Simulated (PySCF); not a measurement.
Correlation energy of Fe(3+) (iron, charge +3)

[Ar] 3d5, high-spin 6S determinant. Computed with PySCF 2.14 in ANO-RCC-VTZP (6s5p3d2f1g, 59 functions), with scalar relativity by spin-free X2C-1e. Frozen: [Ne]; 13 electrons correlated.

| level | correlation energy (mhartree) |
| --- | --- |
| CCSD | -361.04 |
| (T) | -4.81 |
| CCSD(T) | -365.85 |

Diagnostics: T1 = 0.0036, D1 = 0.0074, largest double amplitude 0.027.

Cost of the coupled-cluster step: about 10 core-seconds, for 13 correlated electrons.
